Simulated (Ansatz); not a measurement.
Ansatz results at the PBE0-D4/def2-TZVP geometry: HOMO–LUMO gap (PBE/def2-TZVPP) 6.96 eV; LUMO energy (PBE/def2-TZVPP) -0.98 eV; LUMO energy (ωB97M-V/def2-TZVPP) 2.35 eV.

Q: Which molecule gave them?
A. `O=C(Cl)C(F)(F)F`
B. `CCCCCO`
C. `FC(Cl)C(F)(F)F`
D. `C#CC1CC1`

A: C. The others give `CCCCCO`: 6.30, 0.17, 2.43; `O=C(Cl)C(F)(F)F`: 4.55, -3.30, 0.14; `C#CC1CC1`: 5.96, -0.07, 2.70.
